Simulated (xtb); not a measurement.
Cl₄Te (SMILES Cl[Te](Cl)(Cl)Cl), singlet, at a GFN2-xTB geometry; GFN0-xTB (xtb 6.7.1).

Here is a job for xtb.
```
$ xtb mol.xyz --gfn 0 --json

# file mol.xyz
5

Te    -0.00534842     0.01223355     0.48327654
Cl     1.16596908    -1.49075955    -0.82644836
Cl     1.90421897     1.50336856     0.12041395
Cl    -1.14657041     1.44638856    -0.92639152
Cl    -1.90725777    -1.49641785     0.15416827
```

Task: Write the output that xtb gives for this input, abridged.

Result: 
```
   ID    Z sym.   atoms
    1   52 Te     1
    2   17 Cl     2-5

           -------------------------------------------------
          |                Calculation Setup                |
           -------------------------------------------------

           -------------------------------------------------
          |                 G F N 0 - x T B                 |
           -------------------------------------------------

          ...................................................
          :                      SETUP                      :
          :.................................................:
          :  # basis functions                  50          :
          :  # atomic orbitals                  45          :
          :  # shells                           15          :
          :  # electrons                        34          :
          :  electronic temp.          300.0000000     K    :
          :  accuracy                    1.0000000          :
          :  -> integral cutoff          0.2500000E+02      :
          :  -> integral neglect         0.1000000E-07      :
          ...................................................

         :::::::::::::::::::::::::::::::::::::::::::::::::::::
         ::                     SUMMARY                     ::
         :::::::::::::::::::::::::::::::::::::::::::::::::::::
         :: total energy             -20.363803069323 Eh    ::
         :: gradient norm              0.016572081203 Eh/a0 ::
         :: HOMO-LUMO gap              3.892563961197 eV    ::
         ::.................................................::
         :: H0 energy                -20.337624983946 Eh    ::
         :: repulsion energy           0.013006736582 Eh    ::
         :: electrostat energy        -0.036701949954 Eh    ::
         :: -> Gsolv                   0.000000000000 Eh    ::
         ::    -> Gsasa                0.000000000000 Eh    ::
         ::    -> Gshift               0.000000000000 Eh    ::
         :: dispersion energy         -0.002482872006 Eh    ::
         :: short-range corr.          0.000000000000 Eh    ::
         :: add. restraining           0.000000000000 Eh    ::
         :: total charge              -0.000000000000 e     ::
         :::::::::::::::::::::::::::::::::::::::::::::::::::::

           -------------------------------------------------
          |                Property Printout                |
           -------------------------------------------------

    * Orbital Energies and Occupations

         #    Occupation            Energy/Eh            Energy/eV
      -------------------------------------------------------------
         1        2.0000           -0.9727245             -26.4692
       ...           ...                  ...                  ...
         5        2.0000           -0.7016730             -19.0935
         6        2.0000           -0.5202410             -14.1565
         7        2.0000           -0.5156174             -14.0307
         8        2.0000           -0.4979351             -13.5495
         9        2.0000           -0.4692157             -12.7680
        10        2.0000           -0.4618118             -12.5665
        11        2.0000           -0.4569028             -12.4330
        12        2.0000           -0.4526406             -12.3170
        13        2.0000           -0.4481327             -12.1943
        14        2.0000           -0.4473105             -12.1719
        15        2.0000           -0.4415471             -12.0151
        16        2.0000           -0.4411670             -12.0048
        17        2.0000           -0.4291499             -11.6778 (HOMO)
        18                         -0.2861008              -7.7852 (LUMO)
        19                         -0.2631105              -7.1596
        20                         -0.2388786              -6.5002
        21                         -0.0704066              -1.9159
        22                         -0.0684296              -1.8621
        23                         -0.0681581              -1.8547
        24                         -0.0671008              -1.8259
        25                         -0.0663890              -1.8065
        26                         -0.0663432              -1.8053
        27                         -0.0646294              -1.7587
        28                         -0.0643871              -1.7521
       ...                                ...                  ...
        45                          0.9314248              25.3454
      -------------------------------------------------------------
                  HL-Gap            0.1430491 Eh            3.8926 eV
             Fermi-level            0.0000000 Eh            0.0000 eV

     #   Z          covCN         q      C6AA      α(0)
     1  52 Te       3.259     0.540   389.728    36.378
     2  17 Cl       0.843    -0.134   101.305    15.385
     3  17 Cl       0.823    -0.136   101.336    15.387
     4  17 Cl       0.843    -0.134   101.305    15.385
     5  17 Cl       0.823    -0.136   101.336    15.387

 Mol. C6AA /au·bohr⁶  :       3579.900021
 Mol. C8AA /au·bohr⁸  :     209311.446099
 Mol. α(0) /au        :         97.922960

Wiberg/Mayer (AO) data.
largest (>0.10) Wiberg bond orders for each atom

 ---------------------------------------------------------------------------
     #   Z sym  total        # sym  WBO       # sym  WBO       # sym  WBO
 ---------------------------------------------------------------------------
     1  52 Te   3.906 --     2 Cl   1.144     4 Cl   1.144     5 Cl   0.809
                             3 Cl   0.809
     2  17 Cl   1.318 --     1 Te   1.144
     3  17 Cl   0.976 --     1 Te   0.809
     4  17 Cl   1.318 --     1 Te   1.144
     5  17 Cl   0.976 --     1 Te   0.809
 ---------------------------------------------------------------------------

Topologies differ in total number of bonds
Writing topology from bond orders to xtbtopo.mol

 dipole moment from electron density (au)
     X       Y       Z
  -0.0085   0.0194   0.7676  total (Debye):    1.952

           -------------------------------------------------
          | TOTAL ENERGY              -20.363803069323 Eh   |
          | GRADIENT NORM               0.016572081203 Eh/α |
          | HOMO-LUMO GAP               3.892563961197 eV   |
           -------------------------------------------------

normal termination of xtb
```
